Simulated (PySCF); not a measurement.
GaH₂, SMILES [GaH2-] (connectivity only; charge and spin as stated), charge -1, multiplicity 1.

Geometry optimised at PBE0-D3(BJ)/def2-TZVPD.

Computed with PySCF with HF/def2-TZVPD.

Symmetry labels are those of the subgroup C2v that the program uses (full group C2v).

**Question.** List the valence orbital energies around the gap with their symmetry. (The exact figures need the calculation; the answer reports its results.)

**Answer.** 
```csv
orbital,symmetry,energy (eV)
HOMO−7,A1,-25.94
HOMO−6,A2,-25.87
HOMO−5,B1,-25.81
HOMO−4,B2,-25.74
HOMO−3,A1,-25.62
HOMO−2,A1,-8.90
HOMO−1,B2,-4.51
HOMO,A1,-1.27
LUMO,A1,5.84
LUMO+1,B1,6.23
LUMO+2,B2,7.08
LUMO+3,A1,7.20
```
